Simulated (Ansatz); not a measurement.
Molecule: difluorosilane, sum formula SiH2F2 (charge 0, singlet). 
Geometry from a B3LYP-D3(BJ)/def2-TZVP (Ansatz, a first-principles code) optimisation:
```xyz
5

Si     0.2322    -0.1423     0.3567
F     -0.9008    -0.9574    -0.4083
F      0.3968     1.2663    -0.3659
H      1.4982    -0.8787     0.2366
H     -0.2130     0.0912     1.7376
```
Charge 0, spin multiplicity 1.

Basis-set convergence of Hartree-Fock and CCSD(T) correlation energies (hartree) with Ansatz. Correlated levels leave the core frozen unless marked. Spin-orbit coupling is left out. Non-relativistic.

```
basis        functions       E(HF)  E(corr, CCSD(T))  rough core time
-----------  ---------  ----------  ----------------  ---------------
cc-pV(D+d)Z         61  -489.10420          -0.49916       under 20 s
cc-pV(T+d)Z        127  -489.20547          -0.65761       under 20 s
cc-pV(Q+d)Z        234  -489.22975          -0.71425             50 s
```

Extrapolating the two largest sets (X = 3 and 4) as X^-3: E(corr) = (64·(-0.71425) - 27·(-0.65761))/37 = -0.7556 Eh, an estimate of the basis-set limit. The largest set recovers 94.5 % of it, the smallest 66.1 %.
